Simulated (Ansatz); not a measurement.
Li₂Al₅, relaxed as a doublet with UKS PBE-D4/def2-SVP in Ansatz, starting from the GFN1-xTB geometry. Force threshold 0.02 eV/Å.

The structure comes from a short search, and lower isomers may exist.

Start:

Cartesian coordinates in Å:
```
Li 0.654 -1.467 0.862
Li 1.681 0.622 0.435
Al -0.218 1.481 -1.914
Al -1.215 -0.964 -1.814
Al -2.357 -0.540 0.443
Al -1.424 1.920 0.306
Al 2.879 -1.052 1.681
```

```json
{"step": "1", "energy (eV)": "-33361.0426", "largest force component (eV/Å)": "1.563", "SCF passes": "91"}
{"step": "2", "energy (eV)": "-33361.5580", "largest force component (eV/Å)": "0.575", "SCF passes": "45"}
{"step": "3", "energy (eV)": "-33361.6910", "largest force component (eV/Å)": "0.181", "SCF passes": "40"}
{"step": "4", "energy (eV)": "-33361.7184", "largest force component (eV/Å)": "0.170", "SCF passes": "39"}
{"step": "5", "energy (eV)": "-33361.8428", "largest force component (eV/Å)": "0.165", "SCF passes": "41"}
{"step": "6", "energy (eV)": "-33361.9771", "largest force component (eV/Å)": "0.322", "SCF passes": "47"}
{"step": "7", "energy (eV)": "-33362.1252", "largest force component (eV/Å)": "0.310", "SCF passes": "43"}
{"step": "8", "energy (eV)": "-33362.2851", "largest force component (eV/Å)": "0.249", "SCF passes": "35"}
{"step": "9", "energy (eV)": "-33362.4474", "largest force component (eV/Å)": "0.316", "SCF passes": "35"}
{"step": "10", "energy (eV)": "-33362.6308", "largest force component (eV/Å)": "0.404", "SCF passes": "38"}
{"step": "11", "energy (eV)": "-33362.8213", "largest force component (eV/Å)": "0.485", "SCF passes": "39"}
{"step": "12", "energy (eV)": "-33363.0137", "largest force component (eV/Å)": "0.491", "SCF passes": "41"}
{"step": "13", "energy (eV)": "-33363.2162", "largest force component (eV/Å)": "0.524", "SCF passes": "49"}
{"step": "14", "energy (eV)": "-33363.3916", "largest force component (eV/Å)": "0.408", "SCF passes": "48"}
{"step": "15", "energy (eV)": "-33363.5081", "largest force component (eV/Å)": "0.366", "SCF passes": "46"}
{"step": "16", "energy (eV)": "-33363.5628", "largest force component (eV/Å)": "0.335", "SCF passes": "77"}
{"step": "17", "energy (eV)": "-33363.6808", "largest force component (eV/Å)": "0.331", "SCF passes": "54"}
{"step": "18", "energy (eV)": "-33363.7720", "largest force component (eV/Å)": "0.251", "SCF passes": "62"}
{"step": "19", "energy (eV)": "-33363.8239", "largest force component (eV/Å)": "0.164", "SCF passes": "42"}
{"step": "20", "energy (eV)": "-33363.8307", "largest force component (eV/Å)": "0.145", "SCF passes": "35"}
{"step": "21", "energy (eV)": "-33363.8356", "largest force component (eV/Å)": "0.113", "SCF passes": "38"}
{"step": "22 (rejected)", "energy (eV)": "-33363.8328", "largest force component (eV/Å)": "0.266", "SCF passes": "35"}
{"step": "23", "energy (eV)": "-33363.8416", "largest force component (eV/Å)": "0.060", "SCF passes": "33"}
{"step": "24", "energy (eV)": "-33363.8432", "largest force component (eV/Å)": "0.009", "SCF passes": "31"}
```

Force components are those of the run's own axes.

End:

Cartesian coordinates in Å:
```
Li -0.056 -2.819 0.897
Li 1.913 2.221 0.395
Al 0.356 1.233 -1.576
Al -0.657 -1.398 -1.324
Al -1.866 -0.590 0.771
Al -0.916 1.802 0.563
Al 1.224 -0.449 0.275
```

Bonds lost: Li1–Li2 (atoms count from 1). Bonds formed: Li1–Al4, Li1–Al5, Li2–Al6, Al3–Al7, Al4–Al7 (atoms count from 1).

No frequencies were taken in this run, so the end may be a saddle point.

Hardware: 4 threads of Arm Neoverse N1 on a shared host. Wall time 1.9 min.
